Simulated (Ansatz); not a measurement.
One change: `C=N[SiH2]N[SiH3]` becomes `[SiH3]N[SiH2][SeH]`.

Ansatz, PBE0-D4/def2-TZVP geometries, multiplicity 1. Each molecule was computed in one conformer, which needn't be the lowest.

Scalar relativity is left out up to krypton.

| property | `C=N[SiH2]N[SiH3]` |
| --- | --- |
| size of the dipole moment (B3LYP/def2-TZVPP) / D | 0.46 |
| HOMO energy (PBE/def2-TZVPP) / eV | -5.70 |
| HOMO–LUMO gap (PBE0/def2-TZVPP) / eV | 6.15 |
| HOMO–LUMO gap (ωB97M-V/def2-TZVPP) / eV | 10.65 |
| HOMO–LUMO gap (B3LYP/def2-TZVPP) / eV | 5.70 |
| LUMO energy (ωB97M-V/def2-TZVPP) / eV | 1.23 |

Task: What does the change do to each property? (Estimate.)

Result: Computed: 
```csv
property,`[SiH3]N[SiH2][SeH]`,shift
size of the dipole moment (B3LYP/def2-TZVPP) / D,1.86,1.40
HOMO energy (PBE/def2-TZVPP) / eV,-5.88,-0.18
HOMO–LUMO gap (PBE0/def2-TZVPP) / eV,6.96,0.81
HOMO–LUMO gap (ωB97M-V/def2-TZVPP) / eV,10.71,0.06
HOMO–LUMO gap (B3LYP/def2-TZVPP) / eV,6.49,0.79
LUMO energy (ωB97M-V/def2-TZVPP) / eV,1.52,0.29
```

With PBE0 the HOMO rises by 0.06 eV and the LUMO rises by 0.86 eV, so the gap widens by about 0.80 eV. PBE moves the HOMO by -0.18 eV and ωB97M-V by 0.23 eV. Dipoles are sizes alone; their direction can turn.

B3LYP here is the variant with VWN-RPA as its local correlation; programs differ in this.

Spin–orbit coupling is left out; it splits and shifts lone-pair levels of the heavy atoms by tenths of an eV.
